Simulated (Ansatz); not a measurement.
Ansatz results at the PBE0-D4/def2-TZVP geometry: size of the dipole moment (ωB97M-V/def2-TZVPP) 2.79 D; HOMO–LUMO gap (B3LYP/def2-TZVPP) 5.08 eV; HOMO energy (PBE/def2-TZVPP) -5.53 eV.

Each molecule was computed in one conformer, which needn't be the lowest.

(1) Which molecule gave them?
A. `[SiH3][SiH2][N]1[CH2][AlH]1`
B. `NC(F)CO`
C. `CBC([SiH3])Cl`
D. `NBC[SiH2]Cl`

Answers

(1) A. The others give `CBC([SiH3])Cl`: 2.05, 6.14, -6.57; `NC(F)CO`: 0.82, 8.20, -6.22; `NBC[SiH2]Cl`: 1.66, 7.98, -6.92.

B3LYP here is the variant with VWN-RPA as its local correlation; programs differ in this.
